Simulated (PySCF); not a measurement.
SMILES C(#[C])C(F)(F)F (C3F3), doublet (CAM-B3LYP/def2-SVP optimised geometry):

```
6

C     -1.356    -1.586    -2.130
C     -0.927    -0.994    -1.172
C     -0.403    -0.271     0.000
F      0.927    -0.271     0.000
F     -0.816     0.994     0.000
F     -0.816    -0.838     1.130
```

Computed with unrestricted CAM-B3LYP/def2-TZVP in PySCF 2.14.0.

Problem. What are the frontier orbital energies (α orbitals alone; a β orbital can be the lowest empty one) and the dipole moment?

Solution. HOMO-2 -13.48 eV, HOMO-1 -11.24 eV, HOMO -11.24 eV, LUMO 0.57 eV, LUMO+1 0.57 eV; dipole moment 1.35 D.

Meta-Löwdin charges at CAM-B3LYP/def2-TZVP: C1 0.08, C2 -0.11, C3 0.81, F4 -0.26, F5 -0.26, F6 -0.26.
